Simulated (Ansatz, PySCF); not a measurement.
Molecule: BH4, net charge -1, singlet state. 
Coordinates optimised at B3LYP-D3(BJ)/def2-TZVP (Ansatz, a program for electronic structure):
SMILES: [BH4-]
```xyz
5

B      0.0000     0.0000     0.0000
H     -0.7829    -0.8326    -0.4714
H      0.1716    -0.2303     1.2025
H     -0.4718     1.1343    -0.1391
H      1.0831    -0.0713    -0.5919
```
Charge -1, spin multiplicity 1.

Total electronic energies in hartree. Cores are frozen in the correlated levels unless marked. No spin-orbit coupling. No relativistic terms. CBS marks a two-point X^-3 extrapolation of the correlation energy; Hartree-Fock from the larger set. [CCSD(T)-MP2]/basis is that difference in the basis named.

```tsv
level	program	energy (Eh)
HF/aug-cc-pVQZ	Ansatz	-26.98934
RI-HF/aug-cc-pVQZ	Ansatz	-26.98934
BP86/def2-TZVPD	PySCF	-27.26613
TPSS/def2-TZVPD	PySCF	-27.27948
TPSS-D3(BJ)/def2-TZVPD	PySCF + dftd3	-27.28100
B3LYP/def2-TZVPD	Ansatz	-27.27764
MN15-D3(BJ)/def2-TZVPD	PySCF + dftd3	-27.22554
HSE06/def2-TZVPD	Ansatz	-27.21327
wB97X-V/def2-TZVPD	Ansatz	-27.25381
B2GP-PLYP-D4/def2-TZVPD	Ansatz + dftd4	?
MP2/STO-3G	Ansatz	-26.59328
MP2/6-31G*	Ansatz	-27.06676
MP2/def2-SVP	Ansatz	-27.08747
MP2/def2-SVPD	Ansatz	-27.10097
RI-MP2/aug-cc-pVQZ	Ansatz	-27.16635
RI-MP2/CBS(def2-TZVPPD,def2-QZVPPD)	Ansatz	-27.1714
SCS-MP2/6-31G	Ansatz	-27.03609
CCSD/def2-TZVPP	Ansatz	-27.17791
CCSD/def2-TZVPPD	Ansatz	-27.17921
CCSD(T)/STO-3G	Ansatz	-26.61482
CCSD(T)/cc-pwCVTZ	Ansatz	-27.18366
RI-MP2/CBS(def2-TZVPPD,def2-QZVPPD)+[CCSD(T)-MP2]/def2-SVPD	Ansatz	-27.2031
CCSD(T)/CBS(aug-cc-pVTZ,aug-cc-pVQZ)	Ansatz	-27.1982
```

### Question
What belongs in the gaps?

### Answer

- B2GP-PLYP-D4/def2-TZVPD, energy (Eh): -27.21448
